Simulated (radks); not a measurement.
Spherical quantum dot in the effective-mass picture: electrons in a hard-walled sphere of radius 1.28, with a point charge +1 (a donor) at the centre, all in effective atomic units (hartree* = m*/eps^2 hartree, bohr* = eps/m* bohr), one dielectric constant everywhere. Calculated with a radial shooting solver with Libxc functionals: non-relativistic Kohn-Sham, exchange-only LDA, spin-polarised, spherical densities. Levels are named by radial order and angular momentum (1s, 1p, 1d, 2s, ...), and open shells are averaged over m.

N = 42, configuration 1s2 1p6 1d10 2s2 1f14 1g(up 8, down 0). This is the lowest configuration that the search found. Occupied and some empty levels:

level,occupation,eigenvalue (hartree*),<r> (bohr*)
1s up,1,45.548,0.7806
1s down,1,45.735,0.7754
1p up,3,47.602,0.8525
1p down,3,47.822,0.8502
1d up,5,50.691,0.8959
1d down,5,50.930,0.8946
2s up,1,54.192,0.5713
2s down,1,54.288,0.5740
1f up,7,54.732,0.9279
1f down,7,54.984,0.9272
1g up,8,59.658,0.9533
1g down,0,59.918,0.9530
2p up,0,60.477,0.6660
2p down,0,60.590,0.6664
1h up,0,65.423,0.9743
1h down,0,65.689,0.9741
2d up,0,67.216,0.7268
2d down,0,67.350,0.7266
3s up,0,68.651,0.6141
3s down,0,68.765,0.6148

Energy (hartree*): total 1355.47, kinetic 561.92, external -51.649, Hartree 903.31, exchange-correlation -58.111.
